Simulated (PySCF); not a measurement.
C3H9OSi, SMILES CCO[SiH]C (connectivity only; charge and spin as stated), charge +1, multiplicity 1. Heavy atoms are numbered as in [CH3:1][CH2:2][O:3][SiH:4][CH3:5]. Hydrogens are named by the atom that carries them.

Coordinates come from a r2SCAN-D4/def2-SVP optimisation. The spin state was assumed, not searched. The isomer is the one that the SMILES or the coordinates give; other isomers of the formula were not compared. Other conformers were not sampled.

Level of theory: PBE0/pcSseg-1 (PySCF).

GIAO shieldings, no solvent; atoms alike by connectivity are averaged. δ = σ(ref) − σ: ¹³C against TMS (σ = 186.3 ppm); ¹⁷O against H2O (σ = 334.2 ppm); ²⁹Si against TMS (σ = 352.7 ppm); ¹H against TMS (σ = 31.56 ppm), references at their B3LYP-D3(BJ)/def2-TZVP geometries, non-relativistic.

Computed chemical shifts:
| nucleus | atoms | count | δ (ppm) |
|---|---|---|---|
| ¹³C | C2 (CH2) | 1 | 85.4 |
| ¹³C | C1 (CH3) | 1 | 22.5 |
| ¹³C | C5 (CH3) | 1 | 12.5 |
| ¹⁷O | O3 | 1 | 241.1 |
| ²⁹Si | Si4 (SiH) | 1 | 151.5 |
| ¹H | H on Si4 | 1 | 6.85 |
| ¹H | H on C2 | 2 | 5.50 |
| ¹H | H on C5 | 3 | 2.33 |
| ¹H | H on C1 | 3 | 2.23 |
